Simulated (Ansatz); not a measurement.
`[F][Al]([Cl])[Br]` + CH₃NH₂ → `C[NH][Al]([F])[Br]` + HCl  (ligand exchange at the Al–Cl bond)

Computed with Ansatz on PBE0-D4/def2-TZVP structures; ΔE is electronic, products minus reactants. CBS: MP2 limit from def2 TZ/QZ plus the TZ coupled-cluster correction, frozen cores. This one scheme is used for every species. For Br outer-core shells are correlated without core-valence functions, which leaves a few kJ/mol of doubt a bond. Scalar relativity is left out up to krypton. Each species was taken in one conformer, which may not be the lowest.

`[F][Al]([Cl])[Br]`:

```xyz
4

F    -0.956   -0.605   -1.331
Al   -0.087   -0.030   -0.073
Cl   -1.080    0.870    1.500
Br    2.123   -0.235   -0.097
```

CH₃NH₂:

Z-matrix (Å, degrees):
```
C
N 1 1.453
H 1 1.092 2 109.4
H 1 1.100 2 115.4 3 -121.6
H 1 1.092 2 109.4 3 116.8
H 2 1.012 1 110.6 3 62.6
H 2 1.012 1 110.6 3 -179.3
```

`C[NH][Al]([F])[Br]`:

Cartesian coordinates in Å:
```
C 0.454 0.454 -1.186
N 0.360 0.303 0.254
Al -0.741 -0.705 1.163
F -1.840 -1.629 0.365
Br -0.678 -0.757 3.400
H 0.271 1.487 -1.502
H -0.293 -0.173 -1.676
H 1.435 0.153 -1.567
H 1.033 0.868 0.749
```

HCl:

Cartesian coordinates in Å:
```
Cl 0.517 0.371 -0.063
H -0.517 -0.371 0.063
```

```tsv
species	CCSD(T)/def2-TZVPP energy (Eh)
`[F][Al]([Cl])[Br]`	-3374.39645
CH₃NH₂	-95.69970
`C[NH][Al]([F])[Br]`	-3009.74354
HCl	-460.33125
```

Task: Work out ΔE.

Result: ΔE = (-3009.74354) + (-460.33125) − (-3374.39645) − (-95.69970) = 0.02136 Eh = +56.1 kJ/mol. CCSD(T)/CBS gives +60.6 kJ/mol.

Largest T1 diagnostic among the species: 0.010.

In def2-TZVPP, CCSD(T) changes the Hartree–Fock value by −13.6 kJ/mol (the triples alone add −0.9 kJ/mol) and MP2 by −12.0 kJ/mol. From BLYP to BHLYP (50 % exact exchange), in def2-TZVPP and without D4, ΔE moves by +4.0 kJ/mol.
